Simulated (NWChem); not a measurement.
Molecule: PbHOBr, singlet; SMILES [OH][Pb][Br]

```xyz
4

Pb     0.2196     0.6916     0.0000
Br    -0.0342    -1.9289     0.0000
O     -1.8456     1.0948     0.0000
H     -2.0444     2.0403     0.0000
```
Atoms are numbered in this order, from 1.

Program: NWChem. Medium grid unless said otherwise, to which SCAN and Minnesota functionals are sensitive. Low-valent species are run as closed-shell singlets; no triplet was tried in these runs. Structure relaxed at the PBE0/def2-SVP level. def2 effective core potentials on Pb; no spin-orbit coupling.

For level RPBE/def2-SVP:

```yaml
highest occupied level (eV): -6.07
orbital gap (eV): 3.03
dipole (D): 4.81
```

Question: Estimate the same quantities for level r2SCAN0/def2-SVP.

Answer: highest occupied level (eV): -7.58
orbital gap (eV): 5.06
dipole (D): 5.41
